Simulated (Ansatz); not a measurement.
Program: Ansatz. Geometries: PBE0-D4/def2-TZVP. ΔE: electronic, gas phase. CCSD(T)/CBS adds triple-zeta CCSD(T) − MP2 to the extrapolated MP2 energy (def2 sets, frozen cores). One conformer a species, not always the lowest.

`O[SiH2][Si](O)(F)F` + `O[SiH](O)O` → `O[SiH](O)O[Si](O)(F)F` + `O[SiH3]`  (cleavage of the Si–Si bond)

```
                species  CCSD/def2-TZVPP energy (Eh)
   `O[SiH2][Si](O)(F)F`                   -930.46795
           `O[SiH](O)O`                   -516.99697
`O[SiH](O)O[Si](O)(F)F`                  -1080.91598
              `O[SiH3]`                   -366.61114
```

(1) Work out ΔE.

Largest T1 diagnostic among the species: 0.012.

## Answers

(1) ΔE = (-1080.91598) + (-366.61114) − (-930.46795) − (-516.99697) = -0.06220 Eh = -163.3 kJ/mol. CCSD(T)/CBS gives -157.3 kJ/mol.

In def2-TZVPP, CCSD(T) changes the Hartree–Fock value by +20.8 kJ/mol (the triples alone add +3.1 kJ/mol) and MP2 by +16.6 kJ/mol. The D4 term adds −4.3 kJ/mol with B3LYP and −2.5 kJ/mol with PBE0; it sums over pairs of atoms, weighted by their polarisabilities, and B3LYP, whose exchange is more repulsive, gets the larger term. From PBE to PBE0 (25 % exact exchange), in def2-TZVPP and without D4, ΔE moves by −14.6 kJ/mol.

B3LYP here is the variant with VWN-RPA as its local correlation; programs differ in this.
